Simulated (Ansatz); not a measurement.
```xyz
3

N     0.0000    0.0000    0.0000
N     0.0000    1.1270    0.0000
O     0.0000   -1.1850    0.0000
```

Basis set: cc-pVDZ (spherical functions). Frozen core: 3 orbitals. Charge 0, multiplicity 1.

Computed with Ansatz (development build ahead of 0.2.0); the reference of a correlated method needn't be the lowest determinant of its kind. Restricted open shells among the atoms or ions are ROHF, correlated in semicanonical orbitals with singles.

Give the atomization energy at this shape (free ground-state atoms in the same class of orbitals less the molecule, no zero-point energy) of singlet N2O by RHF-CCSD(T), RHF-CCSD.

| method | atomization energy |
| --- | --- |
| RHF-CCSD(T) | 9.96 eV |
| RHF-CCSD | 9.36 eV |

Caution: no unrestricted run beside it, a lower state can exist.
